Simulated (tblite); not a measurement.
Species: C4HF2N2 (doublet state).
Bonds: F1–C2, C2–C3 (aromatic), C3–C4 (aromatic), C4–N5 (aromatic), N5–C6 (aromatic), C6–F7, C6–N8 (aromatic), C2–N8 (aromatic). Hydrogens: H9 on C4.

Computed geometry: GFN2-xTB, gas phase. This method treats the open shell by occupation alone, without spin polarisation.

Q: Give the optimised bond lengths and angles.

A: 
```json
{"bond": "F1–C2", "length (Å)": "1.317"}
{"bond": "C2–C3", "length (Å)": "1.374"}
{"bond": "C3–C4", "length (Å)": "1.365"}
{"bond": "C4–N5", "length (Å)": "1.335"}
{"bond": "N5–C6", "length (Å)": "1.312"}
{"bond": "C6–F7", "length (Å)": "1.318"}
{"bond": "C6–N8", "length (Å)": "1.318"}
{"bond": "C2–N8", "length (Å)": "1.321"}
{"bond": "C4–H9", "length (Å)": "1.079"}
```

A selection of angles:
```json
{"angle": "F1–C2–C3", "degrees": "123.6"}
{"angle": "F1–C2–N8", "degrees": "116.7"}
{"angle": "C3–C2–N8", "degrees": "119.7"}
{"angle": "C2–C3–C4", "degrees": "119.9"}
{"angle": "C3–C4–N5", "degrees": "119.9"}
{"angle": "C4–N5–C6", "degrees": "116.2"}
{"angle": "N5–C6–F7", "degrees": "116.6"}
{"angle": "N5–C6–N8", "degrees": "127.5"}
{"angle": "F7–C6–N8", "degrees": "115.8"}
{"angle": "C2–N8–C6", "degrees": "116.7"}
```

N5 (nitrogen bonded to 2 C) is bent (angle 116.2°). C2 (carbon bonded to C, F and N) is planar (angles 123.6°, 119.7° and 116.7°, sum 360.0°, 0.00 Å off the plane of its three neighbours). The 6-membered ring C2–C3–C4–N5–C6–N8 has internal angles of 116.2° to 127.5°; it is planar, 0.00 Å rms from its mean plane, widest ring torsion 0°. The 4 C–N bonds span 1.312 Å (N5–C6, aromatic) to 1.335 Å (C4–N5, aromatic), a spread of 0.023 Å. C6 (carbon bonded to F and 2 N) is planar (angles 127.5°, 116.6° and 115.8°, sum 360.0°, 0.00 Å off the plane of its three neighbours). The 8 heavy atoms lie in one plane (0.000 Å rms). C4 (carbon bonded to C, N and H) is planar (angles 123.8°, 119.9° and 116.3°, sum 360.0°, 0.00 Å off the plane of its three neighbours).

Point group: Cs (tolerance 0.08 Å). Its GFN2-xTB frequencies are all real (lowest 189 cm⁻¹).

On one thread of an Arm Neoverse V2, shared host, this took under 0.1 s of wall time. That covers the optimisation of the geometry.
